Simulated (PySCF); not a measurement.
**Diatomics with 67 electrons**

CCSD(T) in PySCF with def2-TZVPP on every atom (core potentials on Sn, Te, I), for the lowest determinant that a PBE0 search found; no spin–orbit coupling. All have 67 electrons, 11 of them in the valence shells, and the same state, a doublet (π ↑). For ions De leads to the atom and ion picked by measured ionisation energies and electron affinities.

```
species  difference of nuclear charges  Re (Å)  ωe (cm⁻¹)  k (mdyn/Å)  De (eV)  dissociates to
   GeBr                              3   2.325        301        2.04     3.50         Ge + Br
   SnCl                             33   2.366        355        2.02     3.74         Sn + Cl
    TeP                             37   2.257        465        3.19     2.87          Te + P
    SiI                             39   2.448        361        1.76     3.10          Si + I
```

(1) Which member of the whole set has the stiffest bond, and how does it compare with the softest?

Correlated steps freeze the inner cores (9 to 18 orbitals); shallow outer-core shells are correlated. These are scalar-relativistic numbers at best; spin–orbit coupling would shift them, the dissociation energy most. States were picked by a PBE0 search and need not be the measured ground states.

## Answers

(1) TeP with k = 3.19 mdyn/Å, 1.8 times that of SiI.
